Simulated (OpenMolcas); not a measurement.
**Computed levels of Br VII**

| Property | Result |
| --- | --- |
| Program | OpenMolcas |
| Method | CASSCF |
| Basis | ANO-RCC-VTZP [6s5p3d1f] |
| Scalar Hamiltonian | DKH2, point nucleus |
| Active space | 1 electron in 4 orbitals (4s 4p) |
| State averaging | 2S+1 = 2 even, 1 root; 2S+1 = 2 odd, 3 roots |
| Spin-orbit coupling | state interaction with AMFI integrals over the reference wave functions, term energies averaged over their components |

With spin-orbit coupling, above the lowest level:

```csv
Configuration,Term,J,E (eV),g,Term weight %
4s,²S,1/2,0.0000,2.002,100
4p,²P°,1/2,15.7696,0.666,100
4p,²P°,3/2,16.6035,1.334,100
```

With one active electron the reference holds no correlation, so core polarisation is missing. Only configurations of the active space appear.

The RASSCF and RASSI steps took 5.8 s on 1 thread of Intel(R) Xeon(R) Platinum 8488C (Sapphire Rapids), on a shared host; the integral step is not counted.

The term weight is that of the spin-free term in the level, not the purity of its configuration. ° marks odd parity.
